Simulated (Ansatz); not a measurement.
C3H9BO (`BCC(C)O`). The species carries charge 0 and has multiplicity 1.

Cartesian coordinates in Å:
```
B -1.2444 -0.0078 1.7998
C -0.5525 -0.6109 0.5464
C 0.3736 0.3319 -0.1949
C 1.0840 -0.3156 -1.3671
O -0.4518 1.4066 -0.6279
H -2.2517 -0.4883 2.2355
H -0.7361 0.8983 2.3969
H -1.2655 -1.0659 -0.1509
H 0.0313 -1.4580 0.9488
H 1.1229 0.7118 0.5165
H 0.3554 -0.7090 -2.0804
H 1.7209 -1.1378 -1.0312
H 1.7211 0.4043 -1.8901
H 0.0929 2.0403 -1.1016
```

Give the diagnostics of a CCSD(T)/def2-TZVPP run (frozen core, Ansatz 0.2.0). (Best estimate.)

Computed: T1 = 0.0099, largest single amplitude 0.013, largest double 0.021, (T) share of the correlation energy 3.6 %, 9 CCSD cycles. The RHF solution is stable towards an unrestricted one. T1 lies under the customary mark of 0.02 for closed shells.
